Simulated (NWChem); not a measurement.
System: C4H5Si, doublet; SMILES C1=C[SiH]C=C1

### Question
Give the equilibrium geometry at B3LYP/6-31G* (spherical d), spin-unrestricted (NWChem) as a list of bonds and angles, with the point group.

### Answer
point group Cs; any orientation.
Bond lengths (Å): C1–C2 1.364, C1–C5 1.475, C1–H6 1.089, C2–Si3 1.840, C2–H7 1.083, Si3–C4 1.840, Si3–H8 1.486, C4–C5 1.364, C4–H9 1.083, C5–H10 1.089. Angles (°): C2–C1–C5 117.2, C2–C1–H6 123.2, C5–C1–H6 119.6, C1–C2–Si3 105.0, C1–C2–H7 123.1, Si3–C2–H7 131.6, C2–Si3–C4 95.3, C2–Si3–H8 124.6, C4–Si3–H8 124.6, Si3–C4–C5 105.0, Si3–C4–H9 131.6, C5–C4–H9 123.1, C1–C5–C4 117.2, C1–C5–H10 119.6, C4–C5–H10 123.2.
